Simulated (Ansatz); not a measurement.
Ideal-gas functions of GaH$_{6}$P, SMILES `[PH3+][GaH3-]` at 600 K and 1 bar, from an Ansatz frequency run at PBE0-D4/def2-TZVP.

Molar mass 106.74 g/mol, point group C3v (symmetry number 3), electronic degeneracy 1, moments of inertia 11.994, 162.93, 162.931 u Å². Harmonic wavenumbers (cm⁻¹, unscaled): 129, 201, 220, 220, 513, 513, 690, 743, 743, 991, 1121, 1121, 1928, 1928, 1939, 2466, 2484, 2484.

Use S(trans) = R[1.5 ln M + 2.5 ln T − 1.1517]; rotational temperatures θ = 24.2544 K / I; S(rot) = R[ln(√π/σ · √(T³/θAθBθC)) + 1.5]; for each mode x = 1.438777 ν̃/T, S = R[x/(eˣ − 1) − ln(1 − e⁻ˣ)] and H = RT x/(eˣ − 1); 1 cm⁻¹ = 0.0119627 kJ/mol; R = 8.31446 J/(mol·K).

Problem. By hand: the entropy, in J/(mol·K).

Solution. Translation 181.6. Rotation: θ = 2.0222, 0.1489, 0.1489 K, giving 100.8. Vibration, mode by mode: 18.10, 14.46, 13.73, 13.73, 7.10, 7.10, 5.02, 4.53, 4.53, 2.83, 2.22, 2.22, 0.46, 0.46, 0.45, 0.16, 0.15, 0.15, in all 97.4. Electronic 0.0. Sum 379.8 J/(mol·K).

Problem. By hand: H − E and G − E in kJ/mol, counted from the electronic energy.

Solution. Zero-point energy ½ × 20434 × 0.0119627 = 122.2; thermal vibration 30.4; translation, rotation and pV give 4 RT = 20.0. H − E = 172.6 kJ/mol, and G − E = 172.6 − 600 × 379.8/1000 = -55.3 kJ/mol.

Vibration gives 26 % of the entropy, 18.1 J/(mol·K) of it from the mode under 150 cm⁻¹: soft modes count most, and the harmonic formula is weakest for them.
